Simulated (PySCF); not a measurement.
**Electron correlation in Nb³⁹⁺ (niobium, charge +39)**

Starting occupation: 1s2. Calculation: PySCF 2.14, in an uncontracted even-tempered set (17 s from 7.7 bohr⁻², ratio 2.6; 12 p from 10 bohr⁻², ratio 2.6; 6 d from 10 bohr⁻², ratio 2.8; 3 f from 450 bohr⁻², ratio 2.8); X2C-1e with screened-nucleus spin-orbit coupling, Gaussian nucleus. Frozen: nothing; 2 electrons correlated; the 38 highest virtual spinors left out.

Total MP2 correlation energy: -51.85 mhartree.

With two correlated electrons CCSD is exact within the correlated space (frozen core and kept virtual orbitals).

The virtual space was cut to 52 spinors, which keep -49.10 of the -51.85 mhartree of MP2 correlation.

```
level  correlation energy (mhartree)
 CCSD                         -49.51
```

Diagnostics: T1 = 2.3e-06, largest double amplitude 0.002.

Question: Is a single reference adequate?

Answer: Yes: T1 lies below 0.03 and no double amplitude reaches 0.07.

The coupled-cluster values are those of the cut space; adding the MP2 remainder, -2.75 mhartree, estimates the full space.

At this charge the one-electron X2C treatment keeps the bare 1/r₁₂, with no two-electron picture change or Breit term. That inflates the 1s pair energies well beyond their four-component values.
